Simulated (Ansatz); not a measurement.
A made-up structure of BSiH₃SO, closed shell:

```
7
angstrom
B -0.0313 1.1986 -1.0624
O 0.3074 0.5348 0.2522
Si 0.1017 -1.0577 1.0984
S -0.9299 -2.8014 0.4465
H 0.2117 2.3420 -1.3457
H -0.5402 0.6418 -1.8700
H 0.8805 -0.8581 2.4809
```

It is relaxed with PBE-D4/def2-SVP and then PBE0-D4/def2-TZVP (Ansatz 0.2.0). Atoms count as bonded within 1.22 times the sum of their covalent radii (H–H: 0.88 Å). The end point is not checked to be a true minimum.

Question: Does its bonding change? (A judgement: the text doesn't fix the answer.)

Answer: The calculation gives: No: no bond forms or breaks.

Where it ends: The first stage lowers the energy by 1.30 eV in 41 steps. It ends as BSiH₃SO ([BH2][O][SiH][S]):
B1  (0.058, 1.078, -1.036)
O2  (0.223, 0.203, -0.023)
Si3  (0.007, -1.002, 1.015)
S4  (-1.442, -2.276, 1.032)
H5  (-0.556, 2.084, -0.829)
H6  (0.556, 0.826, -2.095)
H7  (1.154, -0.913, 1.936)
(Å)

Labels in which every atom is bracketed show which atoms are joined, not bond orders.

For scale, one of the runs: PBE0-D4/def2-TZVP relaxation, 154 basis functions, launched by `ansatz run in.yaml --threads 2 --pin off --events-out ev --progress --plain --max-ram 4352MiB`. Hardware: 2 CPU threads of an Arm Neoverse V2, shared host. Wall time about 34 s.
